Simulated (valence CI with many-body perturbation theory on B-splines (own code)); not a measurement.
# Au LXXV in three bases

Computed by valence CI with perturbative core correlation (CI+MBPT): three valence electrons over a frozen Dirac-Fock core [He], a basis of 9 s, 9 p, 8 d, 6 f, 3 g, 1 h functions for each j, with the one-electron correlation potential Σ1, the two-electron term Σ2, the three-electron term Σ3, Breit, model QED; selected CI, second order for the rest, scaled by the run's own slope (own B-spline code, finite nucleus).

No measured spectrum was set against this ion. As an estimate, large intervals hold to a few tenths of a per cent, small ones and those within an open d or f shell to about a per cent.

The reference run has the lowest level (2s^2 2p1/2) J=1/2 and an ionisation energy of 21918.0 eV. Its largest variational space holds 8577 state functions.

Levels are named by their leading jj configuration (3d3/2^4 stands for four electrons in 3d with j = 3/2), which in mixed levels can hold well under half, so a name can repeat and another be missing. Letters in brackets count levels of one name in rising energy.

Changed runs:
A. basis 6 s, 6 p, 5 d, 3 f, 1 g
B. basis 5 s, 5 p, 4 d, 2 f

Excitation energies of the reference run in eV, and shifts in cm⁻¹:

```
                     Level  Reference       A       B
        (2s 2p1/2^2) J=1/2      304.7    -126    -385
        (2s^2 2p3/2) J=3/2     1977.3     +49     -66
(2s 2p1/2 2p3/2) J=3/2 [a]     2193.0    -158    -761
    (2s 2p1/2 2p3/2) J=5/2     2235.0    +189     -83
    (2s 2p1/2 2p3/2) J=1/2     2315.5     +75    -126
(2s 2p1/2 2p3/2) J=3/2 [b]     2317.3    +164    +134
     (2p1/2^2 2p3/2) J=3/2     2631.9    -144    -484
        (2s 2p3/2^2) J=5/2     4188.0     +26    -498
        (2s 2p3/2^2) J=1/2     4307.8     -43    -238
        (2s 2p3/2^2) J=3/2     4308.3    +125     -19
     (2p1/2 2p3/2^2) J=3/2     4554.4    -118    -736
     (2p1/2 2p3/2^2) J=5/2     4576.9    +135    -135
    Ionisation energy (eV)    21918.0  +0.007  -0.058
```
